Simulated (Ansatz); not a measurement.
Basis-set extrapolation for CH9FN2Si2, SMILES `N[SiH2]C[SiH](N)F` (PBE0-D4/def2-TZVP geometry, frozen core, Ansatz 0.2.0). Multiplicity 1, RHF reference.

```json
{"": "HF", "def2-TZVPP": "-829.605067", "def2-QZVPP": "-829.635855"}
{"": "MP2 correlation", "def2-TZVPP": "-1.103353", "def2-QZVPP": "-1.189288"}
{"": "CCSD(T) correlation", "def2-TZVPP": "-1.196139", "def2-QZVPP": "not run"}
```

Energies in hartree. Use E(X) = E(∞) + A·exp(−7.88·√X) for Hartree–Fock and E(X) = E(∞) + B·X^(−2.97) for correlation, with X = 3 and 4, and add CCSD(T) minus MP2 of the smaller set to the MP2 limit.

Question: What is the CCSD(T) energy at the basis-set limit?

Answer: HF limit: -829.635855 + (-0.030788) × 0.13774 = -829.64010. MP2 limit: -1.189288 + (-0.085935) × 0.74074 = -1.25294. Higher-order term: -1.196139 − (-1.103353) = -0.09279. Total: -830.98583 hartree, 484.7 kJ/mol below CCSD(T)/def2-TZVPP.
